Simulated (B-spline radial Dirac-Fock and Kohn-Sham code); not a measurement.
**X-ray form factors of hafnium in several charge states**

These are calculated numbers from an atomic code on a B-spline grid; the model is Dirac-Fock densities.

Configurations: Hf³³⁺ [Kr] 4d3; Hf³⁴⁺ [Kr] 4d2; Hf³⁵⁺ [Kr] 4d1; Hf³⁶⁺ [Ar] 3d10 4s2 4p6. The first column is f₀ of Hf³³⁺, the others are differences from it.

| s (Å⁻¹) | Hf³³⁺ | Δ Hf³⁴⁺ | Δ Hf³⁵⁺ | Δ Hf³⁶⁺ |
| --- | --- | --- | --- | --- |
| 0 | 39.000 | -1.000 | -2.000 | -3.000 |
| 0.05 | 38.940 | -0.995 | -1.991 | -2.986 |
| 0.1 | 38.761 | -0.981 | -1.963 | -2.946 |
| 0.15 | 38.467 | -0.959 | -1.918 | -2.879 |
| 0.2 | 38.061 | -0.927 | -1.857 | -2.788 |
| 0.25 | 37.551 | -0.888 | -1.780 | -2.675 |
| 0.3 | 36.944 | -0.843 | -1.690 | -2.541 |
| 0.35 | 36.250 | -0.791 | -1.589 | -2.391 |
| 0.4 | 35.478 | -0.735 | -1.478 | -2.227 |
| 0.45 | 34.641 | -0.676 | -1.360 | -2.052 |
| 0.5 | 33.749 | -0.614 | -1.238 | -1.871 |
| 0.6 | 31.849 | -0.489 | -0.988 | -1.499 |
| 0.7 | 29.868 | -0.367 | -0.747 | -1.139 |
| 0.8 | 27.888 | -0.257 | -0.527 | -0.809 |
| 0.9 | 25.976 | -0.163 | -0.338 | -0.525 |
| 1 | 24.181 | -0.088 | -0.187 | -0.295 |
| 1.1 | 22.534 | -0.033 | -0.073 | -0.122 |
| 1.2 | 21.048 | +0.005 | +0.004 | -0.004 |
| 1.4 | 18.548 | +0.035 | +0.068 | +0.099 |
| 1.6 | 16.574 | +0.027 | +0.054 | +0.083 |
